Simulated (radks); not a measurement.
Results of a calculation; reference values are marked as such.
Isoelectronic series with 22 electrons, each ion in its NIST ground configuration. Code: a radial shooting solver on a logarithmic mesh with Libxc functionals. Model: Dirac Kohn-Sham, PBEsol, spin-unpolarised, spherical densities, finite nucleus; open shells fill j = l - 1/2 first; Fermi nuclear charge, rms radius of each element as measured or else 0.836 A^(1/3) + 0.57 fm. Total energies (hartree) and orbital eigenvalues (hartree) (* marks an orbital that is empty in some or all of the ions):

ion,configuration,E (hartree),3d3/2,4s1/2*
Ti,[Ar] 3d2 4s2,-852.60795,-0.15766,-0.16443
Cr2+,[Ar] 3d4,-1048.63263,-0.83913,-0.67663
Fe4+,[Ar] 3d4,-1267.18224,-2.32984,-1.59600
Ni6+,[Ar] 3d4,-1508.03387,-4.34494,-2.80836
Zn8+,[Ar] 3d4,-1771.25337,-6.84450,-4.29629
Ge10+,[Ar] 3d4,-2056.96034,-9.81359,-6.05355
Se12+,[Ar] 3d4,-2365.30478,-13.24502,-8.07757
Kr14+,[Ar] 3d4,-2696.45886,-17.13498,-10.36759
Sr16+,[Ar] 3d4,-3050.61524,-21.48139,-12.92384
Zr18+,[Ar] 3d4,-3427.98547,-26.28321,-15.74721
Mo20+,[Ar] 3d4,-3828.79833,-31.54005,-18.83909
Ru22+,[Ar] 3d4,-4253.30732,-37.25201,-22.20129
Pd24+,[Ar] 3d4,-4701.78235,-43.41954,-25.83593
Cd26+,[Ar] 3d4,-5174.51295,-50.04337,-29.74543
Sn28+,[Ar] 3d4,-5671.81530,-57.12443,-33.93253
Te30+,[Ar] 3d4,-6194.02088,-64.66388,-38.40022
Xe32+,[Ar] 3d4,-6741.49766,-72.66303,-43.15182
Ba34+,[Ar] 3d4,-7314.6291,-81.12334,-48.19091
Ce36+,[Ar] 3d4,-7913.8334,-90.04643,-53.52139
Nd38+,[Ar] 3d4,-8539.5556,-99.43404,-59.14746
Sm40+,[Ar] 3d4,-9192.2414,-109.2881,-65.07352
Gd42+,[Ar] 3d4,-9872.4487,-119.6105,-71.30464

3d3/2 drops below 4s1/2 between Ti and Cr2+.
